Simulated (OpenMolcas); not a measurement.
# Levels of Be⁺ by method

```json
{
 "Program": "OpenMolcas 26.06",
 "Basis": "ANO-RCC-VTZP [4s3p2d1f]",
 "Scalar Hamiltonian": "DKH2, point nucleus",
 "Active space": "1 electron in 4 orbitals (2s 2p)",
 "State averaging": "2S+1 = 2 even, 1 root; 2S+1 = 2 odd, 3 roots",
 "Spin-orbit coupling": "state interaction with AMFI integrals over the reference wave functions, term energies averaged over their components"
}
```

Methods on the same reference wave functions:
A. CASSCF
B. SS-CASPT2, IPEA 0.25 Eh, imaginary shift 0.1 Eh (closed shells correlated: 1s)

Energies in eV above 2s 2S 1/2, the measured ground level; measured values from NIST Handbook of Basic Atomic Spectroscopic Data.

```csv
Level,A,B,Measured
2s 2S 1/2,0.0000,0.0000,0.0000
2p 2P* 1/2,4.0746,4.062,3.9587
2p 2P* 3/2,4.0752,4.062,3.9595
```

Deviations, from unrounded energies. A percentage is the sum of absolute deviations over the sum of measured energies, with the sign that they share, or ± where signs differ.

```csv
Against measurement,Levels,A,B
mean absolute deviation (cm-1),2,930,830
other configurations (%),2,+2.9,+2.6
```

B lies closest to measurement on these levels. The largest miss of B in the table is 2p 2P* 1/2, by +830 cm-1. The ranking rests on the paired levels alone, and a cruder setting can come out closer through cancelling errors.

The lowest spin-free term lies below A's lowest term by 0.035 hartree in B.

ANO sets are built for ground and valence states and can reach diffuse excited orbitals poorly. With one active electron the reference holds no correlation, so core polarisation is missing (holds for A). With one active electron, CASPT2 adds the correlation within the correlated inactive shells and between them and that electron, and leaves the splitting within a term as the reference gives it (holds for B). Measured partners are found by configuration, term and J. A level has none where our copy of the source lacks it or the pairing is in doubt (some pairs that miss far off the trend of their configuration count as doubtful), and it then counts in no deviation. Levels of configurations outside the active space are missing.

* marks odd parity.
